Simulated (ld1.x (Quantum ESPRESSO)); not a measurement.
He (Z = 2): one change to an ultrasoft potential, before and after

| Quantity | Value |
| --- | --- |
| Element | helium (He) |
| Generator | ld1.x (Quantum ESPRESSO) 7.5 |
| Type | ultrasoft |
| Functional | LDA (PZ) |
| Relativity | scalar-relativistic |
| Frozen core | none |
| Valence charge | 2 |
| Reference configuration | 1s2 |
| Partial waves | 1s (bound): rcut 0.60, rcutus 0.75 bohr; 1s channel at 2.2 Ry: rcut 0.60, rcutus 0.75 bohr; 2p channel at 0.25 Ry: rcut 0.65, rcutus 0.85 bohr; 2p channel at 1 Ry: rcut 0.65, rcutus 0.85 bohr |
| Local potential | all-electron potential smoothed inside 0.80 bohr (lloc = -1) |
| Core correction | none |
| Augmentation charge | PSQ, radius 0.55 bohr |

Change: all radii scaled by about 0.96 (s 0.72, p 0.82 bohr, rcut 0.58/0.62); local potential all-electron potential smoothed inside 0.76 bohr (lloc = -1); augmentation PSQ, radius 0.52 bohr.

Cutoffs: the cutoffs (Ry, on a coarse ladder) from which the occupation-weighted sum of valence levels, in a spherical-Bessel basis at the reference potential, stays within 10 and 1 mRy of its value at 400 Ry; they do not see the model core or the augmentation charge, which bear on the density cutoff. Errors are all-electron minus pseudo energies relative to the spin-unpolarised reference configuration.

Problem. How do hardness, ghosts and transferability respond?

Solution. The potential gets harder (60 Ry and 90 Ry → 70 Ry and 90 Ry); of the 4 tests that both files solve, the error grows in 1 and shrinks in 2 by more than 15 % and 0.3 meV (median size 1.2 → 1.3 meV); neither file shows a bound ghost. A smaller radius makes the pseudo-wave follow the all-electron one further in, where it bends more sharply, so more plane waves are needed.

| quantity | base | changed |
| --- | --- | --- |
| cutoff, loose | 60 Ry | 70 Ry |
| cutoff, tight | 90 Ry | 90 Ry |
| bound ghosts | none | none |
| error for 1s1, meV [ΔE 26.49 eV] | +10 | +6.8 |
| error for 1s1.5, meV [ΔE 10.37 eV] | +1.8 | +1.1 |
| error for 1s1 (spin-polarised), meV [ΔE 24.28 eV] | -0.7 | -1.5 |
| error for 1s1.5 (spin-polarised), meV [ΔE 10.02 eV] | +0.1 | -0.1 |
| lowest overlap eigenvalue by channel | s 0.98, p 0.99 | s 0.99, p 0.99 |
